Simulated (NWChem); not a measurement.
Species: CuH; SMILES [CuH]

```xyz
2

Cu     0.0000     0.0000     0.0474
H      0.0000     0.0000    -1.3740
```
Atoms are numbered in this order, from 1.

Results from NWChem. Pople sets run with spherical d functions. Coordinates come from a B3LYP/6-31G* (spherical d) optimisation.

Task: What does the run give for LC-BLYP (range parameter 0.33 per bohr)/6-31G*? Quantities: highest occupied level (eV); orbital gap (eV); dipole (D).

Result: 
```
Property                     Value
---------------------------  -----
highest occupied level (eV)  -7.56
orbital gap (eV)              7.57
dipole (D)                    2.35
```
